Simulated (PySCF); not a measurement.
Molecule: SMILES CC(C(OC)=O)(C)C, C₆H₁₂O₂.

Bonds (- single, = double, # triple, : aromatic): C1-O2, O2-C3, C3=O4, C3-C5, C5-C6, C5-C7, C5-C8. C1 carries H9, H10, H11; C6 carries H12, H13, H14; C7 carries H15, H16, H17; C8 carries H18, H19, H20.

Geometry PBE0-D3(BJ)/def2-SVP throughout; GIAO in PySCF, gas phase, one conformer, non-relativistic; equivalent atoms averaged; functional PBE0.

For orientation, STO-3G gives these absolute shieldings σ: C3 117.0, C1 187.1, C5 197.8, C6/C7/C8 208.8, O4 -63.3, O2 245.6, H9/H10/H11 29.99, H12/H13/H14/H15/H16/H17/H18/H19/H20 31.54 ppm.

A run gave: C3 21.0, C1 144.7, C5 157.3, C6/C7/C8 165.9, O4 -68.2, O2 177.4, H9/H10/H11 27.94, H12/H13/H14/H15/H16/H17/H18/H19/H20 30.31 ppm (absolute shieldings σ).

Task: Which basis set was used in that run?
A. pcSseg-0
B. def2-SVP
C. 6-311+G(2d,p)
D. def2-TZVP

Result: B. C3 tells them apart best: def2-SVP gives 21.0, def2-TZVP gives 4.0, 6-311+G(2d,p) gives 5.5, pcSseg-0 gives 0.3 ppm.
